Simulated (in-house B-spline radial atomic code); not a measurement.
Computed with a B-spline radial atomic code. Model: two electrons, singlet ground state, non-relativistic, full CI in B-splines with partial waves to l = 8 (at full coupling up to 3e-4 hartree above the limit, correlation up to 0.6 % small), density held at that of full coupling by Lieb maximisation.

Along the adiabatic connection the electron repulsion is scaled by a coupling λ while a local potential keeps the density fixed. At λ = 0 the system is the Kohn-Sham one and W equals the exchange energy; the exchange-correlation energy is the area under W between 0 and 1. The kinetic energy rises with λ as the electrons avoid each other, with dT/dλ = −λ dW/dλ.

Command:
```bash
python run_ac.py task.json out
```
Settings (lengths in bohr, energies in hartree):
```
potential              ball
strength               1
lmax                   8
wall_radius            1.98
```

Time taken, with all properties: 9.4 s on 1 thread of Intel(R) Xeon(R) Processor @ 2.30GHz, with other jobs on the host.

**W = mean repulsion less Hartree energy, and W of three functionals.**

Given: confinement empty hard sphere; hard wall radius 1.98 bohr; external potential zero inside.

Computed: PBE exchange minus exact 35.859 millihartree; SCAN exchange minus exact -10.389 millihartree.

```tsv
coupling	W xc (hartree)	W xc minus exchange (millihartree)	kinetic minus Kohn-Sham (millihartree)	LDA (PW92) W minus its exchange (millihartree)	PBE W minus its exchange (millihartree)	SCAN W minus its exchange (millihartree)
0	-0.87512	0	0	0	0	0
0.02	-0.87737	-2.254	0.02	-11.77	-4.16	-1.95
0.05	?	?	?	?	?	?
0.12	-0.88825	-13.137	0.78	-45.67	-22.01	-11.22
0.25	-0.90148	-26.368	3.22	-75.67	-41.22	-22.4
0.4	-0.91556	-40.449	7.78	-102.5	-60.06	-34.35
0.6	-0.93257	-57.454	16.25	-131.26	-81.54	-48.96
0.8	?	?	?	?	?	?
1	-0.96146	-86.341	39.15	-175.36	-116.43	-74.52
1.4	-0.9849	-109.79	67.13	-208.99	-144.26	-96.23
2	-1.0126	-137.49	113.84	-247.93	-177.52	-123.36
3	-1.0456	-170.47	195.19	-294.95	-218.85	-158.27
4.5	-1.0775	-202.4	313.06	-342.94	-262.05	-195.2
7	-1.1088	-233.68	489.11	-394	-308.88	-234.04
10	-1.1307	-255.56	672.4	-432.97	-345.07	-261.75
```

**Question.** What belongs in the row 0.05?

**Answer.** W xc (hartree): -0.8807; W xc minus exchange (millihartree): -5.587; kinetic minus Kohn-Sham (millihartree): 0.14; LDA (PW92) W minus its exchange (millihartree): -23.99; PBE W minus its exchange (millihartree): -9.93; SCAN W minus its exchange (millihartree): -4.81.

**Question.** What belongs in the row 0.8?

**Answer.** W xc (hartree): -0.94779; W xc minus exchange (millihartree): -72.674; kinetic minus Kohn-Sham (millihartree): 26.87; LDA (PW92) W minus its exchange (millihartree): -155.02; PBE W minus its exchange (millihartree): -100.08; SCAN W minus its exchange (millihartree): -62.28.

**Question.** What is the LDA exchange minus exact?

**Answer.** 115.49 millihartree.

**Energy parts, natural occupations and partial-wave weights.**

Computed: exchange energy -0.87512 hartree; correlation energy -0.047191 hartree; kinetic part of the DFT correlation energy 0.03915 hartree; initial slope twice GL2 -0.11338 hartree; kinetic part over minus potential part 0.45343; Kohn-Sham kinetic 2.531 hartree; Lieb Oxford ratio E_xc over LDA exchange 1.2142.

```
natural  occupation of the shell (electrons)
      s                               1.9741
      p                             0.024312
      d                                    ?
      s                           0.00051706
      f                           0.00010264
      p                           8.6772e-05
```

**Question.** What belongs in the row d?

**Answer.** occupation of the shell (electrons): 0.00081923.

```json
{"wave": "s", "weight": "0.98731"}
{"wave": "p", "weight": "0.012201"}
{"wave": "d", "weight": "0.0004203"}
{"wave": "f", "weight": "?"}
{"wave": "g", "weight": "1.2186e-05"}
```

**Question.** What belongs in the row f?

**Answer.** weight: 5.4617e-05.

**Question.** What is the Hartree energy?

**Answer.** 1.7502 hartree.

**Question.** What is the total energy?

**Answer.** 3.3590 hartree.

Half-way to full coupling W has made 57 % of its drop, against 50 % for a straight line, and second-order (GL2) theory, half the initial slope, overshoots the correlation energy by about 20 %: a moderate bend, as in light atoms. Over couplings 0 to 1 the errors in E_xc come to about +53 millihartree for LDA, +16 millihartree for PBE, -3.6 millihartree for SCAN, so SCAN is nearest. In LDA and PBE and SCAN the errors of exchange and correlation have opposite signs, so the sum is smaller than the larger of the two.
